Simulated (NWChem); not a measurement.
System: ethylene carbonate (C3H4O3); SMILES O1CCOC1=O

```xyz
10

O      0.0000     0.0000    -2.0302
C      0.0000     0.0000    -0.8454
O      0.0883    -1.1010    -0.0685
C     -0.1253    -0.7530     1.2855
C      0.1253     0.7530     1.2855
O     -0.0883     1.1010    -0.0685
H      0.5693    -1.3168     1.9225
H     -1.1598    -1.0085     1.5694
H     -0.5693     1.3168     1.9225
H      1.1598     1.0085     1.5694
```
Atoms are numbered in this order, from 1.

All runs use the structure optimised with PBE0/def2-SVP.

Symmetry labels are those of C2 in the frame above (b1 and b2, or b-type labels, depend on it).

Task: List the 4 lowest vertical singlet excitations from PBE0/def2-SVP, TDA (NWChem).

Result: 
| state | energy (eV) | oscillator strength | symmetry | leading excitation (squared amplitude) |
|---|---|---|---|---|
| S1 | 7.18 | 0.000 | a | HOMO → LUMO (0.91) |
| S2 | 8.77 | 0.035 | b | HOMO → LUMO+1 (0.51) |
| S3 | 8.82 | 0.001 | a | HOMO−2 → LUMO+1 (0.90) |
| S4 | 8.82 | 0.033 | b | HOMO−2 → LUMO (0.58) |
